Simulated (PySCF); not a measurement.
Compound: C₇H₁₃ (doublet state).
Z-matrix (Å and degrees, GFN2-xTB geometry), rows numbered from 1:
```
C 
C   1  1.4730
C   2  1.5294  1  110.68
C   2  1.5645  1  110.53  3  -122.50
C   4  1.5252  2  106.02  1  -132.26
C   5  1.5235  4  102.94  2    35.04
C   6  1.5250  5  102.89  4   -42.94
H   1  1.0736  2  119.75  3  -174.07
H   1  1.0721  2  121.75  3     8.15
H   3  1.0881  2  110.38  1   -56.45
H   3  1.0879  2  110.56  1  -176.50
H   3  1.0882  2  110.37  1    63.31
H   4  1.0910  2  109.50  1   -13.85
H   4  1.0887  2  110.78  1   105.15
H   5  1.0914  4  110.28  2   -82.01
H   5  1.0896  4  112.35  2   156.86
H   6  1.0911  5  109.77  4    74.53
H   6  1.0897  5  112.98  4  -164.27
H   7  1.0896  2  111.38  1   -17.26
H   7  1.0906  2  108.95  1  -136.29
```

The hyperfine couplings belong to this conformer and change with its torsions.

As a line formula: `[CH2]C1(C)CCCC1` [radical].

Theory: UKS B3LYP, pcH-1 on C H, non-relativistic, mean-field spin-orbit, GIAO (PySCF 2.14.0). The structure is a single GFN2-xTB conformer in the gas phase; no vibrational or solvent corrections. The geometry wasn't refined by DFT: couplings that depend on bond lengths, twists or pyramidal angles can differ widely from those at the functional's own minimum. The SCF solution wasn't tested for stability.

The largest Mulliken spin populations are on C1 (+1.08) and C2 (-0.09). No atom but C1 exceeds +0.15. The angles at C1 add up to 360.0°, so it is planar; its axial dipolar tensor and the negative couplings of its protons fit spin in a p orbital normal to that plane.

**Question.** Find Q in a(H) = Q·ρ(C) for the protons on the planar carbons that carry spin.

**Answer.** 
```tsv
H	C	ρ(C)	a(H) (G)	a/ρ (G)
H8	C1	+1.084	-22.07	-20.4
H9	C1	+1.084	-23.11	-21.3
```

These protons share one ρ (within 0.01), so their mean ratio, Q = -20.8 G, is no test of linearity. In McConnell's picture π spin on carbon polarises the C–H bond and leaves opposite spin at the proton, which makes Q negative, as found here.

Couplings in gauss use g_iso = 2.0025.

On one thread, Arm Neoverse V1 (aarch64), shared host with 32 logical CPUs at a one-minute load of 14, this took 88 s (with the writing of density and orbital grids) and 0.97 GiB of memory at its peak.
